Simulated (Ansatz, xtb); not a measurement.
CH3CuN: where a starting geometry ends

The starting geometry of this gas-phase doublet has its atoms placed at random.

```xyz
6

C     1.1597    0.3240   -0.0478
Cu   -0.8872    1.4756   -0.9167
N    -0.8340   -0.7085   -1.6651
H    -1.4624    0.2243   -0.3909
H    -0.6981    0.3963    0.3663
H    -0.6990    1.2998    1.2281
```

One run relaxed it with r2SCAN-D4/def2-SVP. What is a likely outcome?

It ends as a structure given below by its coordinates. Contacts that open: Cu2–N3 (2.31 → 3.00 Å), Cu2–H4 (1.47 → 3.71 Å). Contacts that close: C1–Cu2 (2.50 → 1.79 Å), C1–N3 (2.77 → 1.22 Å), Cu2–H6 (2.16 → 1.59 Å), N3–H4 (1.70 → 1.03 Å).

The energy falls by 11.87 eV over 32 steps:

| step | E − E(last) (eV) |
| --- | --- |
| 1 | 11.867 |
| 4 | 6.143 |
| 8 | 2.248 |
| 11 | 1.583 |
| 15 | 0.723 |
| 18 | 0.363 |
| 22 | 0.044 |
| 25 | 0.002 |
| 29 | 0.000 |
| 32 | 0.000 |

Final geometry (Å):

| atom | x (Å) | y (Å) | z (Å) |
| --- | --- | --- | --- |
| C | -0.4933 | -0.1192 | -0.8737 |
| Cu | -0.5216 | 1.0413 | 0.4833 |
| N | -0.3910 | -0.9653 | -1.7450 |
| H | -0.9700 | -0.9712 | -2.5977 |
| H | -0.1908 | 1.7763 | 1.8518 |
| H | -0.8543 | 2.2496 | 1.4553 |

From the same start GFN2-xTB reaches the same bonding as this run.

From so rough a start the end depends on the optimiser's path, so another program may land elsewhere. No frequencies were run, so the end isn't proven a minimum. Open shells are spin-unrestricted. Run with Ansatz 0.2.0, 3.1 min on 1 thread of Intel(R) Xeon(R) 6975P-C (Granite Rapids) (shared host).
